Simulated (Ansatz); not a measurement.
Program: Ansatz. Geometries: PBE0-D4/def2-TZVP. ΔE: electronic, gas phase. CCSD(T)/CBS is the MP2 limit (def2-TZVPP, def2-QZVPP) plus CCSD(T) − MP2 in def2-TZVPP, frozen cores. DFT in def2-TZVPP. For Ge outer-core shells are correlated without core-valence functions, which leaves a few kJ/mol of doubt a bond. Scalar relativity is left out up to krypton.

Consider the formal exchange of groups at the Al–B bond: `C[B]([AlH2])[GeH3]` + `[AlH2][CH2][GeH3]` → `[AlH2][CH]([AlH2])[GeH3]` + `C[BH][GeH3]`.

`C[B]([AlH2])[GeH3]`:

Cartesian coordinates in Å:
```
C 1.718 0.210 -0.176
B 0.211 -0.176 -0.081
Al -0.638 -2.115 -0.150
Ge -1.122 1.388 0.236
H 2.369 -0.487 -0.709
H 1.934 1.234 -0.494
H 2.030 0.162 0.884
H -1.283 -2.689 -1.491
H -0.746 -3.006 1.168
H -0.493 2.588 0.976
H -2.409 0.995 0.990
H -1.572 1.896 -1.153
```

`[AlH2][CH2][GeH3]`:

Cartesian coordinates in Å:
```
Al -1.780 -0.200 0.350
C -0.223 0.671 -0.422
Ge 1.463 -0.241 -0.016
H -2.546 -1.325 -0.469
H -2.265 0.190 1.811
H -0.120 1.694 -0.046
H -0.299 0.714 -1.513
H 1.427 -1.688 -0.547
H 1.684 -0.299 1.508
H 2.660 0.484 -0.657
```

`[AlH2][CH]([AlH2])[GeH3]`:

Z-matrix (Å, degrees):
```
C
Al 1 1.935
Ge 1 1.965 2 108.7
Al 1 1.935 2 116.5 3 123.1
H 1 1.098 2 106.6 3 -118.2
H 2 1.588 1 119.6 3 -46.2
H 2 1.587 1 119.7 3 134.0
H 3 1.544 1 111.1 2 -176.0
H 3 1.544 1 111.1 2 -56.4
H 3 1.537 1 109.6 2 63.8
H 4 1.587 1 119.6 2 -76.7
H 4 1.587 1 119.7 2 103.1
```

`C[BH][GeH3]`:

Cartesian coordinates in Å:
```
C 0.053 -1.591 0.138
B 0.659 -0.172 0.262
Ge -0.377 1.556 -0.196
H 0.483 -2.331 0.817
H 0.367 -1.905 -0.875
H -1.036 -1.651 0.148
H 1.806 -0.050 0.592
H -0.574 2.390 1.088
H -1.777 1.302 -0.791
H 0.397 2.452 -1.183
```

(1) Is it downhill or uphill in electronic energy at CCSD(T)/CBS, and by how much? (Estimate.)

(2) What do these levels give: PBE0-D4, r2SCAN, PBE0, SCS-MP2/def2-TZVPP, SCS-MP2/def2-QZVPP, CCSD/CBS(def2)? (An estimate is asked.)

Largest T1 diagnostic among the species: 0.012.

Answers

(1) Computed: Downhill: ΔE = -14.8 kcal/mol.

(2) The calculation gave: PBE0-D4 -12.7, r2SCAN -13.9, PBE0 -12.4, SCS-MP2/def2-TZVPP -15.9, SCS-MP2/def2-QZVPP -16.0, CCSD/CBS(def2) -14.5 kcal/mol.

The D4 term adds −0.7 kcal/mol with B3LYP and −0.4 kcal/mol with PBE0; it sums over pairs of atoms, weighted by their polarisabilities, and B3LYP, whose exchange is more repulsive, gets the larger term. From PBE to PBE0 (25 % exact exchange), in def2-TZVPP and without D4, ΔE moves by −1.2 kcal/mol.

B3LYP here is the variant with VWN-RPA as its local correlation; programs differ in this.
